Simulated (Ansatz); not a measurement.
```yaml
crystal:
  periodic: [false, false, false]
  atoms:
    - {symbol: C, position_ang: [-0.779291, 1.510900, -0.473070]}
    - {symbol: Si, position_ang: [-0.399055, -0.185788, 0.213388]}
    - {symbol: C, position_ang: [1.405208, -0.372466, 0.658085]}
    - {symbol: Te, position_ang: [-1.052413, -1.816748, -1.579061]}
    - {symbol: H, position_ang: [-0.199099, 1.705861, -1.378041]}
    - {symbol: H, position_ang: [-0.524749, 2.277034, 0.264577]}
    - {symbol: H, position_ang: [-1.839215, 1.612227, -0.714643]}
    - {symbol: H, position_ang: [-1.234159, -0.447877, 1.417559]}
    - {symbol: H, position_ang: [2.038051, -0.192532, -0.213551]}
    - {symbol: H, position_ang: [1.677942, 0.341560, 1.441267]}
    - {symbol: H, position_ang: [1.614380, -1.378437, 1.027588]}
    - {symbol: H, position_ang: [-0.630697, -3.108935, -0.630198]}
basis:
  gaussian: {orbitals: def2-TZVPD}
magnetization: {spin_polarized: true, initial_magnetization: 0}
hamiltonian: {xc: {name: PBE0}}
correlation: {method: rpa, electrons: outside_noble_gas}
kpoints: {mp_grid: {grid: [2, 2, 2]}}
```

```sh
$ ansatz run in.yaml --threads 4 --pin off --events-out ev --progress --plain --max-ram 10444MiB
```

(1) How does Ansatz answer? (An estimate is asked.)

## Answers

(1) Ansatz gave: The input was rejected before any iteration.
```
Error: invalid value for `basis.gaussian`: such a run doesn't read kpoints; remove what it names
```
